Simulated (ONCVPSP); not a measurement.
aluminium (Al): one change to an ONCV potential, before and after

ONCVPSP 4.0.1 input, shortened (lines: element, Z, core and valence counts, functional; n l f; lmax; l rc ep ncon nbas qcut; lloc lpopt rc5 dvloc0; l nproj debl; icmod fcfact rcfact), PBEsol, scalar-relativistic:

```
  Al 13.00    3    2  -116133      upf
    1    0    2.00
    2    0    2.00
    2    1    6.00
    3    0    2.00
    3    1    1.00
    2
    0    1.65    0.00    3    7    3.10
    1    2.45    0.00    4    7    3.20
    2    2.45    0.14    3    7    4.30
    4    5    1.30    1.00
    0    2    2.20
    1    2    0.40
    2    3    0.50
    3    5.75    1.05
```

Change: all radii but the core radius scaled by about 0.80 (s 1.32, p 1.96, d 1.96 bohr); local potential polynomial inside 1.04 bohr (lpopt 5, dvloc0 1 Ha).

Cutoffs: the cutoffs (Ha) at which the residual kinetic energy of the hardest occupied pseudo-wave falls to 1 and 0.1 mHa per electron; they do not see the model core or the augmentation charge, which bear on the density cutoff. Errors are all-electron minus pseudo energies relative to the spin-unpolarised reference configuration.

Task: How do hardness, ghosts and transferability respond?

Result: The potential gets harder (5.7 Ha and 24 Ha → 77 Ha and 97 Ha); a bound ghost appears in d, s, which as a rule spoils a file; of the 4 tests that both files solve, the error grows in 2 and shrinks in 0 by more than 15 % and 0.3 meV (median size 1.7 → 5.0 meV). A smaller radius makes the pseudo-wave follow the all-electron one further in, where it bends more sharply, so more plane waves are needed.

```tsv
quantity	base	changed
cutoff, loose	5.7 Ha	77 Ha
cutoff, tight	24 Ha	97 Ha
loose cutoff by channel	s 5.7 Ha, p 2.0 Ha	s 77 Ha, p 2.0 Ha
bound ghosts	none	s, d
GHOST(+) flags under 300 eV	s at 121.0 eV	none
error for 3s2 3p0, meV [ΔE 5.74 eV]	-2.3	-2.1
error for 3s1 3p0, meV [ΔE 24.91 eV]	+1.1	-8.0
error for 3s2 3p0.5, meV [ΔE 2.07 eV]	-0.4	-0.4
error for 3s0 3p3, meV [ΔE 10.41 eV]	+2.8	-8.0
rms error of d²Exc/dni dnj with the model core, mHa	0.70	0.49
```

Base: The cutoffs count occupied waves only; projector 2 of the s channel, the hardest unoccupied one, needs 28 Ha at the loose tolerance. A true bound ghost makes a file unfit for plane-wave use even where its test errors are small: the radial tests pick states by their node count and pass the ghost by.
